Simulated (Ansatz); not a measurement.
Species: sum formula H8Si2N2O (charge 0, singlet). SMILES: N[SiH2]O[SiH2]N
Structure (B3LYP-D3(BJ)/def2-TZVP (Ansatz, a quantum-chemistry and plane-wave program) minimum search):
```
O
Si 1 1.6397
Si 1 1.6397 2 148.21
N 2 1.7106 1 116.02 3 84.13
H 4 1.0071 2 121.80 1 -79.94
H 4 1.0073 5 111.55 2 -155.75
N 3 1.7106 1 116.02 2 -84.50
H 7 1.0071 3 121.79 1 79.83
H 7 1.0073 8 111.55 3 155.68
H 2 1.4756 1 106.16 3 -156.67
H 3 1.4756 1 106.17 2 156.30
H 2 1.4800 10 112.75 1 -118.22
H 3 1.4800 11 112.75 1 118.22
```

Atomisation energy built up term by term with Ansatz (kcal/mol; UHF references for open shells; valence terms freeze the core; atomic spin-orbit terms are left out). CBS(X,Y): correlation extrapolated as X^-3; Hartree-Fock from the larger set.

```tsv
term	basis	kcal/mol
Hartree-Fock	cc-pV(Q+d)Z	785.76
CCSD correlation	CBS(cc-pV(T+d)Z,cc-pV(Q+d)Z)	?
(T)	CBS(cc-pV(T+d)Z,cc-pV(Q+d)Z)	?
core correlation	cc-pwCVTZ	1.66
scalar relativity (X2C)	cc-pVTZ-DK against cc-pVTZ	-2.48
sum: De		?
```

Q: Some entries are withheld; supply them.

A: 
- CCSD correlation, kcal/mol: 298.55
- (T), kcal/mol: 15.72
- sum: De, kcal/mol: 1099.2
